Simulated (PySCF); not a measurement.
## Spinor energies of Mo²⁺ (molybdenum, charge +2)

Start: [Kr] 4d4; 4d3/2 filled at m_j = -3/2, -1/2, +1/2, +3/2. Calculated with PySCF 2.14 in x2c-SVPall-2c: generalised Hartree-Fock with the X2C-1e Hamiltonian and a Gaussian nucleus; one run each with spin-orbit coupling (SO) switched off, then screened by Boettger's factors.

```json
{"spinor shell": "1s1/2", "electrons": "2", "ε, spin-free (eV)": "-20123.0", "ε, screened SO (eV)": "-20122.0", "weight of nominal j (screened SO)": "1.000", "rms radius, screened SO (bohr)": "0.0404"}
{"spinor shell": "2s1/2", "electrons": "2", "ε, spin-free (eV)": "-2932.7", "ε, screened SO (eV)": "-2932.4", "weight of nominal j (screened SO)": "1.000", "rms radius, screened SO (bohr)": "0.166"}
{"spinor shell": "2p1/2", "electrons": "2", "ε, spin-free (eV)": "-2618.1", "ε, screened SO (eV)": "-2691.8", "weight of nominal j (screened SO)": "1.000", "rms radius, screened SO (bohr)": "0.145"}
{"spinor shell": "3s1/2", "electrons": "2", "ε, spin-free (eV)": "-547.07", "ε, screened SO (eV)": "-546.96", "weight of nominal j (screened SO)": "1.000", "rms radius, screened SO (bohr)": "0.456"}
{"spinor shell": "3p1/2", "electrons": "2", "ε, spin-free (eV)": "-440.92", "ε, screened SO (eV)": "-453.54", "weight of nominal j (screened SO)": "1.000", "rms radius, screened SO (bohr)": "0.455"}
{"spinor shell": "3p3/2", "electrons": "4", "ε, spin-free (eV)": "-440.92", "ε, screened SO (eV)": "-434.91", "weight of nominal j (screened SO)": "1.000", "rms radius, screened SO (bohr)": "0.465"}
{"spinor shell": "3d3/2", "electrons": "4", "ε, spin-free (eV)": "-268.12", "ε, screened SO (eV)": "-270.35", "weight of nominal j (screened SO)": "0.969", "rms radius, screened SO (bohr)": "0.452"}
{"spinor shell": "3d5/2", "electrons": "6", "ε, spin-free (eV)": "-268.12", "ε, screened SO (eV)": "-266.50", "weight of nominal j (screened SO)": "0.979", "rms radius, screened SO (bohr)": "0.455"}
{"spinor shell": "4s1/2", "electrons": "2", "ε, spin-free (eV)": "-97.861", "ε, screened SO (eV)": "-97.823", "weight of nominal j (screened SO)": "1.000", "rms radius, screened SO (bohr)": "1.19"}
{"spinor shell": "4p1/2", "electrons": "2", "ε, spin-free (eV)": "-66.480", "ε, screened SO (eV)": "-71.695", "weight of nominal j (screened SO)": "0.667", "rms radius, screened SO (bohr)": "1.32"}
{"spinor shell": "4p3/2", "electrons": "4", "ε, spin-free (eV)": "-66.480", "ε, screened SO (eV)": "-63.883", "weight of nominal j (screened SO)": "0.834", "rms radius, screened SO (bohr)": "1.32"}
{"spinor shell": "4d3/2", "electrons": "4", "ε, spin-free (eV)": "-27.534", "ε, screened SO (eV)": "-27.543", "weight of nominal j (screened SO)": "0.536", "rms radius, screened SO (bohr)": "1.85"}
```

Problem. Where does 2p3/2 lie, and what is the 2p spin-orbit splitting (screened SO)?

Solution. At -2583.4 eV, 108.40 eV above 2p1/2.

```csv
quantity,spin-free,screened SO
E (hartree),-4044.81968,-4045.27926
M_J,0,0
⟨J²⟩,4.005,3.764
⟨L²⟩,6.004,5.988
⟨S²⟩,6.001,5.984
```

The determinant has a definite M_J but mixes levels of different J.

Each row is a mean over spinors that exchange with the open shell spreads, by up to 5.695 eV (4p3/2).

Rows whose weight is well below 1 are mixtures of j = l ± 1/2: exchange outweighs spin-orbit coupling there, and the label is only the starting occupation.

Breit and QED terms are absent; they matter most for the inner s and p1/2 levels.

Densities and radii are taken from the X2C orbitals without a picture-change correction, which distorts them close to the nucleus.

Without spin-orbit coupling the j labels of p, d and f shells carry no meaning; the spin-free column gives the mean over the occupied spinors of each nl shell, and its ⟨J²⟩ belongs to a mixture of degenerate components.
